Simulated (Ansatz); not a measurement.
Cl2O2W, singlet, geometry from GFN2-xTB (such geometries of metal compounds can be far from the true shape) (core potentials on W); PBE/def2-SV(P) (Ansatz, an electronic-structure program).

Here is a job for Ansatz.
Ansatz 0.2 input:
```yaml
crystal:
  periodic: [false, false, false]
  atoms:
    - {symbol: W, position_ang: [0.22070827, -0.04383696, 0.07248437]}
    - {symbol: O, position_ang: [1.42106711, -0.59757683, -0.95677366]}
    - {symbol: O, position_ang: [0.71530292, 0.17325209, 1.65839413]}
    - {symbol: Cl, position_ang: [-0.53569036, 1.84374011, -0.68801677]}
    - {symbol: Cl, position_ang: [-1.43039034, -1.45323815, 0.04232223]}
basis:
  gaussian:
    orbitals: def2-SV_P_.json
hamiltonian:
  xc: pbe
```
The basis file holds def2-SV(P) in the JSON format of the Basis Set Exchange.

Write the output that Ansatz gives for this input, abridged.


```
Functional definition: PBE
970 factors; their error is unknown
mean field evaluation 1: about -30929.5347 eV, gradient 9.3e1 eV
mean field evaluation 2: about -30595.8020 eV, gradient 3.1e2 eV
mean field evaluation 4: about -30944.3821 eV, gradient 2.5e1 eV
mean field evaluation 8: about -30945.7105 eV, gradient 1.3e0 eV
mean field evaluation 16: about -30945.6613 eV, gradient 7.8e-4 eV
mean field -30945.66132286 eV, -1137.2320778923 hartree, gradient 1.4e-5 eV, S^2 0.000000; 0 other end points of the search recorded, 0 dependent functions left out
reference -30945.66138560 eV, -1137.2320801983 hartree; 32, 32 occupied and 57, 57 virtual orbitals, 970 factors
Total energy: -30945.66138560 eV, -1137.2320801983 hartree
```
